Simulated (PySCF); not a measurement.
**Spinor energies of Yb⁴³⁺ (ytterbium, charge +43)**

Start: [Ar] 3d9; 3d3/2 filled at m_j = -3/2, -1/2, +1/2, +3/2; 3d5/2 filled at m_j = -3/2, -1/2, +1/2, +3/2, +5/2. Calculated with PySCF 2.14 in an even-tempered Gaussian basis (16 s from 9.8 bohr⁻², ratio 2.8; 13 p from 13 bohr⁻², ratio 2.8; 8 d from 13 bohr⁻², ratio 2.8; 3 f from 48 bohr⁻², ratio 3): generalised Hartree-Fock with the X2C-1e Hamiltonian and a Gaussian nucleus; one run each with spin-orbit coupling (SO) switched off, then screened by Boettger's factors.

| spinor shell | electrons | ε, spin-free (eV) | ε, screened SO (eV) | weight of nominal j (screened SO) | rms radius, screened SO (bohr) |
| --- | --- | --- | --- | --- | --- |
| 1s1/2 | 2 | -63823.1 | -63807.6 | 1.000 | 0.0223 |
| 2s1/2 | 2 | -12697.9 | -12692.9 | 1.000 | 0.0899 |
| 2p1/2 | 2 | -11449.5 | -12199.3 | 1.000 | 0.0766 |
| 2p3/2 | 4 | -11449.5 | -11137.8 | 1.000 | 0.0835 |
| 3s1/2 | 2 | -4418.5 | -4417.1 | 1.000 | 0.226 |
| 3p1/2 | 2 | -4031.6 | -4205.7 | 1.000 | 0.217 |
| 3p3/2 | 4 | -4031.6 | -3958.1 | 1.000 | 0.230 |
| 3d3/2 | 4 | -3588.2 | -3620.2 | 0.996 | 0.201 |
| 3d5/2 | 5 | -3588.2 | -3565.7 | 0.996 | 0.205 |

```tsv
quantity	spin-free	screened SO
E (hartree)	-12764.25784	-12777.73590
M_J	5/2	5/2
⟨J²⟩	8.750	8.750
⟨L²⟩	6.000	6.047
⟨S²⟩	0.750	0.797
```

Each row is a mean over spinors that exchange with the open shell spreads, by up to 25.356 eV (3p3/2).

Breit and QED terms are absent; they matter most for the inner s and p1/2 levels.

Densities and radii are taken from the X2C orbitals without a picture-change correction, which distorts them close to the nucleus.

Without spin-orbit coupling the j labels of p, d and f shells carry no meaning; the spin-free column gives the mean over the occupied spinors of each nl shell.
